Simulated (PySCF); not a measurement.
Calculated properties of `F[C@H]1CC[Se]1`

Species: C3H5FSe.
SMILES with atom numbers: `[F:1][C@H:2]1[CH2:3][CH2:4][Se:5]1` (hydrogens: H6 on C2; H7, H8 on C3; H9, H10 on C4)

Structural features include: C–F bond and selenium bound to carbon.

From PBE0-D3(BJ)/def2-SVP geometry optimisation, gas phase (PySCF):

```yaml
Point_group: C1
Rotational_constants_A_B_C: 5.028, 2.891, 1.958 GHz
```

wB97X-D/def2-SVPD ground state, ΔSCF and vertical TDDFT (core frozen in the response) (PySCF):

```yaml
Dipole_moment: 2.49 D
HOMO_energy: -8.34 eV
LUMO_energy: 0.86 eV
HOMO–LUMO_gap: 9.20 eV
Lowest_singlet_excitation: 4.00 eV (310 nm, f = 0.000)
Strongest_line_among_the_10_lowest_singlet_transitions: S4 at 6.48 eV (191 nm, f = 0.053)
Lowest_triplet_excitation_Tamm–Dancoff: 3.56 eV
Static_isotropic_polarisability: 62.8 au
Vertical_ionisation_energy: 8.74 eV
Electronic_spatial_extent_⟨r²⟩_about_the_centre_of_nuclear_charge: 594 bohr²
```

From CAM-B3LYP/pcSseg-2 ground state and GIAO shieldings, non-relativistic (PySCF):

```yaml
13C_chemical_shifts_computed_TMS_as_zero_by_class: 98.5 (C2), 44.1 (C3), 14.3 (C4) ppm
1H_chemical_shifts_computed_TMS_as_zero_by_class: 6.31 (H6), 3.39 (H8), 2.86 (H7), 2.81 (H9), 2.45 (H10) ppm
Isotropic_shieldings_of_nuclei_other_than_C_and_H_by_class: 333 (F1), 1194 (Se5) ppm
```

B3LYP/pcJ-1 Se:pcSseg-1 indirect spin-spin coupling, non-relativistic, gas phase; spin–dipole term left out for some pairs (PySCF):

```yaml
Largest_of_the_computed_one-bond_spin–spin_couplings_means_over_like_bonds: 19F–13C -328.3 (F1–C2), 13C–1H +180.8 (C2–H6), 13C–1H +158.8 (C4–H10), 13C–1H +156.1 (C4–H9), 13C–1H +139.7 (C3–H8), 13C–1H +139.4 (C3–H7), 13C–13C +37.5 (C2–C3), 13C–13C +34.0 (C3–C4) Hz
```

From delta-SCF UKS SCAN, pcX-2 on the ionised atom, pcseg-1 elsewhere, spin-free X2C (PySCF):

```yaml
Core_binding_energies: C1s 291.3 (C4), C1s 291.4 (C3), C1s 293.3 (C2), F1s 692.6 (F1) eV
```

Monoisotopic mass (most abundant isotopes): 139.9540 u.

The largest Löwdin shares of the HOMO are 0.74 on Se5, 0.09 on C4 and 0.08 on C2. The polarisability is 9.30 Å³ as a volume (1 au = 0.148185 Å³), or 0.95 au for each of the 66 electrons. With B = h/(8π²I), that is 505.379 GHz u Å² over I, the principal moments of inertia are 100.5, 174.8 and 258.1 u Å² (most abundant isotopes). S1 lies 5.20 eV below the HOMO–LUMO gap; its leading configuration is HOMO→LUMO, weight 0.94. The vertical singlet–triplet gap S1 − T1 is 0.44 eV (TDDFT singlet less Tamm–Dancoff triplet; S1: HOMO→LUMO, weight 0.94; T1: HOMO→LUMO, weight 0.92). No computed singlet falls in the visible range (750 to 380 nm, 1.65 to 3.26 eV); S1 lies 0.74 eV above its blue end.

 The calculation (core ionisation apart) is non-relativistic and has no spin–orbit coupling, an omission that weighs most on selenium. Atoms bound to Se lack the heavy atom's spin–orbit term in their shielding, so their NMR values are less reliable.

One conformer stands for the species.
